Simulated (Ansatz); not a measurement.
Reactions of C2H6GeO (`[CH3][GeH2][CH]=O`).

Computed with Ansatz on PBE0-D4/def2-TZVP structures; ΔE is electronic, products minus reactants. CCSD(T)/CBS is the MP2 limit (def2-TZVPP, def2-QZVPP) plus CCSD(T) − MP2 in def2-TZVPP, frozen cores. This one scheme is used for every species. def2 core potentials past Kr. For Ge, Se, Sn outer-core shells are correlated without core-valence functions, which leaves a few kJ/mol of doubt a bond. Scalar relativity is left out up to krypton. Each species was taken in one conformer, which may not be the lowest.

Task: Order these by ΔE at CCSD(T)/CBS, lowest first. (Best estimate.)
A. `[CH3][GeH2][CH]=O` + `C[O][Sn]([OH])([Cl])[Cl]` → `[CH3][GeH]([Cl])[CH]=O` + `C[O][SnH]([OH])[Cl]`
B. `[CH3][GeH2][CH]=O` + `N[SiH](Cl)[GeH3]` → `[CH3][GeH]([NH2])[CH]=O` + `Cl[SiH2][GeH3]`
C. `[CH3][GeH2][CH]=O` + `O=C(S)[SeH]` → `O=C[Se]C(=O)S` + `[CH3][GeH3]`
D. `[CH3][GeH2][CH]=O` + `C[SiH2][O][GeH3]` → `C[SiH2][GeH2][CH3]` + `O=C[O][GeH3]`
E. `[CH3][GeH2][CH]=O` + difluoromethane → `[CH3][GeH2][CH](F)F` + `C=O`
F. `[CH3][GeH2][CH]=O` + `C[O][GeH]([NH2])[Cl]` → `C[NH][GeH]([Cl])[O]C` + `O=[CH][GeH3]`
G. `[CH3][GeH2][CH]=O` + HCl → `[CH3][GeH2][Cl]` + `C=O`
H. `[CH3][GeH2][CH]=O` + `B[SiH2]Cl` → `[CH3][GeH2][SiH2]Cl` + `BC=O`

Result: G (-98.3 kJ/mol), H (-50.4 kJ/mol), C (-11.5 kJ/mol), A (+3.7 kJ/mol), E (+17.3 kJ/mol), D (+26.3 kJ/mol), B (+56.2 kJ/mol), F (+74.1 kJ/mol).

Largest T1 diagnostic: 0.021, for `BC=O`.
